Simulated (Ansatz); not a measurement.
AsBH5NO, 9 atoms. Charge 0, multiplicity 1. Correlated methods include outer-core shells of As, which these sets cover unevenly. Scalar relativity is left out up to krypton. The bonds changed during the relaxation, so this is another structure than the one it started from. All runs use 4 threads of an Arm Neoverse V2 on a shared host. Correlated methods freeze the cores.

(1) Give the basis size and wall time and peak host memory of each of these runs in Ansatz. RKS PBE0-D4/def2-TZVP frequencies; RKS PBE0-D4/def2-SVP energy; RKS revPBE-D4/def2-TZVPP energy; RKS ωB97M-V/def2-QZVPP energy; RKS PBE0-D4/def2-QZVPP energy; RKS PBE0-D4/def2-TZVP relaxation (10 steps); direct RPA on PBE orbitals/def2-TZVPP energy; RHF-CCSD(T)/def2-SVP energy; RHF-CCSD(T)/def2-TZVPP energy; RKS ωB97M-V/def2-SVP energy; RKS B2PLYP (frozen core)/def2-TZVPP energy; RKS B3LYP-D4/def2-TZVPP energy and forces. (Best estimate.)

Answers

(1) Computed: Other jobs shared the machine, so times are rough.

| level | job | functions | wall time | peak host memory (GiB) |
| --- | --- | --- | --- | --- |
| RKS PBE0-D4/def2-SVP | energy | 99 | 1 s | 0.2 |
| RKS revPBE-D4/def2-TZVPP | energy | 211 | 1.6 s | 0.25 |
| RKS B3LYP-D4/def2-TZVPP | energy and forces | 211 | 3.9 s | 0.53 |
| RHF-CCSD(T)/def2-SVP | energy | 99 | 4.1 s | 0.42 |
| RKS ωB97M-V/def2-SVP | energy | 99 | 4.2 s | 0.29 |
| RKS B2PLYP (frozen core)/def2-TZVPP | energy | 211 | 4.3 s | 0.51 |
| direct RPA on PBE orbitals/def2-TZVPP | energy | 211 | 6 s | 0.49 |
| RKS PBE0-D4/def2-QZVPP | energy | 410 | 8 s | 1.3 |
| RKS ωB97M-V/def2-QZVPP | energy | 410 | 18 s | 1.6 |
| RKS PBE0-D4/def2-TZVP | relaxation (10 steps) | 171 | 24 s | 0.4 |
| RKS PBE0-D4/def2-TZVP | frequencies | 171 | 88 s | 0.4 |
| RHF-CCSD(T)/def2-TZVPP | energy | 211 | 94 s | 3.1 |

B3LYP here is the variant with VWN-RPA as its local correlation; programs differ in this.
